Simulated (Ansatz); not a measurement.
Total energies of ZrIF₃ from Ansatz at PBE0-D4/def2-TZVP, gas phase (1 Eh = 27.2114 eV = 2625.5 kJ/mol). The reference geometry is relaxed at PBE0-D4/def2-SVP.

Cartesian coordinates in Å:
```
Zr 0.117 0.097 -0.040
I -1.902 -1.578 0.653
F 1.581 -0.145 1.126
F -0.468 1.888 0.069
F 0.672 -0.262 -1.807
```

```tsv
state	geometry	energy (Eh)
charge 0 singlet	reference	-644.47824
charge 1 doublet	reference	-644.08929
charge 1 doublet	relaxed at PBE0-D4/def2-SVP	-644.10249
free Zr atom (triplet)	–	-46.88229
free I atom (doublet)	–	-297.69312
free F atom (doublet)	–	-99.67617
```

In the def2 sets I, Zr take a core potential; there is no spin–orbit coupling.

Q: Work out the vertical ionisation energy to the doublet.

A: E(charge 1 doublet) − E(charge 0 singlet) = -644.08929 − (-644.47824) = 0.38895 Eh = 10.58 eV. For comparison, −ε of the highest occupied level is 8.38 eV at this level, 2.20 eV less.

Q: How much does the charge 1 doublet relax, and what is the adiabatic ionisation energy?

A: Relaxation: -644.08929 − (-644.10249) = 0.01320 Eh = 0.36 eV. Adiabatic ionisation energy: 0.37575 Eh = 10.22 eV, without zero-point energy. 

Q: What is the binding energy per atom against free atoms?

A: Atoms: 1 × (-46.88229) + 1 × (-297.69312) + 3 × (-99.67617) = -643.60392 Eh. Binding: -643.60392 − (-644.47824) = 0.87432 Eh = 23.79 eV, or 4.76 eV for each of 5 atoms (no zero-point energy, no counterpoise term).
